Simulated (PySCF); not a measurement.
# How methods differ on the interval between two levels of Ag

Ag [Kr] 4d10 5s1 [2S1/2, M_J = 1/2] → Ag [Kr] 4d10 5d1 [2D5/2, M_J = 5/2], as a difference of total energies. Computed with PySCF 2.14 in x2c-SVPall-2c with one added diffuse shell each of s, p, d type (7s9p7d1f, 76 functions), with the two-component X2C-1e Hamiltonian. Correlated levels: [Ar] 3d10 frozen; the 6 highest virtual spinors dropped. "Screened" scales the spin-orbit matrix elements by Boettger's factors to mimic the two-electron term; Breit and QED terms are absent.

| method | interval between two levels (cm⁻¹) |
| --- | --- |
| GHF (spin-free) | 42667 |
| GMP2 (spin-free) | 48243 |
| GHF (screened spin-orbit) | 42704 |
| GMP2 (screened spin-orbit) | 48283 |

The spin-free rows lack the spin-orbit shift.

Errors of the correlated levels include the incompleteness of this basis and the frozen core.

For comparison: 48764 cm⁻¹ (measured; NIST Handbook of Basic Atomic Spectroscopic Data (Sansonetti and Martin, J. Phys. Chem. Ref. Data 34, 1559 (2005))).
